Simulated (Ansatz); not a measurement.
C4H7BO2 (SMILES C#CB(OC)OC), singlet, geometry from GFN2-xTB; SC-NEVPT2/STO-3G, CASSCF(2,2) (Ansatz, an electronic-structure program).

Input for Ansatz:
Ansatz 0.2 input:
```yaml
crystal:
  periodic: [false, false, false]
  atoms:
    - {symbol: B, position_ang: [-0.16146600, 0.13528699, 0.00220049]}
    - {symbol: C, position_ang: [-0.49801082, 0.22906228, 1.49969949]}
    - {symbol: C, position_ang: [-0.72626801, 0.27427068, 2.67883014]}
    - {symbol: H, position_ang: [-0.94448448, 0.32941987, 3.70645407]}
    - {symbol: O, position_ang: [0.84742562, -0.62990612, -0.49311359]}
    - {symbol: C, position_ang: [1.69560010, -1.42797218, 0.28827473]}
    - {symbol: H, position_ang: [1.44921118, -1.35975551, 1.35114095]}
    - {symbol: H, position_ang: [1.60104030, -2.46669222, -0.03926443]}
    - {symbol: H, position_ang: [2.72674907, -1.09963201, 0.13357621]}
    - {symbol: O, position_ang: [-0.92662882, 0.85552670, -0.84789686]}
    - {symbol: C, position_ang: [-0.70816462, 0.84928170, -2.23859975]}
    - {symbol: H, position_ang: [-0.52305095, -0.16328786, -2.60370096]}
    - {symbol: H, position_ang: [-1.60198579, 1.25822027, -2.71151502]}
    - {symbol: H, position_ang: [0.15453628, 1.47247298, -2.48883716]}
basis:
  gaussian:
    orbitals: STO-3G
magnetization: {spin_polarized: false}
correlation: {method: sc_nevpt2, electrons: all, active_space: {window: {electrons: 2, orbitals: 2}}}
```

The log (banner, timings and long lists left out):

```
Functional definition: HF
595 factors; integrals over basis functions are off by at most 6.9e-5 eV
mean field evaluation 1: about -8862.1745 eV, gradient 2.9e1 eV
mean field evaluation 2: about -8862.4455 eV, gradient 2.9e1 eV
mean field evaluation 4: about -8865.2312 eV, gradient 1.8e0 eV
mean field evaluation 8: about -8865.2430 eV, gradient 6.3e-2 eV
mean field -8865.24308502 eV, -325.7916742968 hartree, gradient 1.2e-6 eV, S^2 0.000000; 0 other end points of the search recorded, 0 dependent functions left out; unrestricted orbitals would lower it
reference -8865.24308502 eV, -325.7916742968 hartree; 26, 26 occupied and 16, 16 virtual orbitals, 595 factors
state -8866.10045312 eV, -325.8231819936 hartree
state -8866.10045312 eV, -325.8231819936 hartree; corrected -8875.22939348 eV, -326.1586643639 hartree
Total energy: -8875.22939348 eV, -326.1586643639 hartree
```
